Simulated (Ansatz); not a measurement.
The cluster Li7H7⁻. The state is a doublet with charge -1. Geometry PBE-D4/def2-TZVPD; atoms count from 1.

```xyz
14

Li   -0.546    2.443   -0.272
Li    0.674   -1.808    0.725
Li   -1.075    0.634   -1.887
Li    1.219    0.603   -0.514
Li    0.970    0.337    2.007
Li   -1.230    0.196    0.740
Li   -0.418   -2.247   -1.558
H     0.389    1.825   -1.672
H    -0.373   -0.848    2.040
H    -2.015    1.429   -0.444
H     0.365   -3.202   -0.332
H    -0.267   -0.586   -0.719
H     0.265    1.664    1.085
H     2.043   -0.440    0.801
```

The highest occupied level of the relaxed charge -1 doublet lies above zero (up to 0.44 eV). By energy differences its removal costs 0.44 eV (each at its own geometry, to the charge 0 singlet, at PBE0-D4/def2-TZVPD); the vertical value is larger still, so the positive level points to self-interaction error. The structure comes from a short search, and lower isomers may exist.

Question: Estimate the Mulliken populations from the PBE0/def2-TZVPD orbitals of Ansatz.

Answer: 
```json
{"atom": "Li1", "charge (e)": "0.46", "spin (α − β)": "0.06"}
{"atom": "Li2", "charge (e)": "0.45", "spin (α − β)": "0.09"}
{"atom": "Li3", "charge (e)": "0.58", "spin (α − β)": "0.18"}
{"atom": "Li4", "charge (e)": "0.83", "spin (α − β)": "0.05"}
{"atom": "Li5", "charge (e)": "0.54", "spin (α − β)": "0.02"}
{"atom": "Li6", "charge (e)": "0.83", "spin (α − β)": "0.05"}
{"atom": "Li7", "charge (e)": "0.43", "spin (α − β)": "0.48"}
{"atom": "H8", "charge (e)": "-0.70", "spin (α − β)": "0.01"}
{"atom": "H9", "charge (e)": "-0.70", "spin (α − β)": "0.00"}
{"atom": "H10", "charge (e)": "-0.70", "spin (α − β)": "0.01"}
{"atom": "H11", "charge (e)": "-0.70", "spin (α − β)": "0.01"}
{"atom": "H12", "charge (e)": "-0.93", "spin (α − β)": "0.03"}
{"atom": "H13", "charge (e)": "-0.68", "spin (α − β)": "0.01"}
{"atom": "H14", "charge (e)": "-0.70", "spin (α − β)": "0.00"}
```
Mulliken values and Mayer orders depend strongly on the basis. With diffuse functions, as here, like atoms can get unlike values, and bond orders can come out too low or too high.

Question: Where does the spin sit?

Answer: Summed by element: Li 0.93, H 0.07, of 1 unpaired in all. Largest on single atoms: Li7 0.48, Li3 0.18, Li2 0.09.
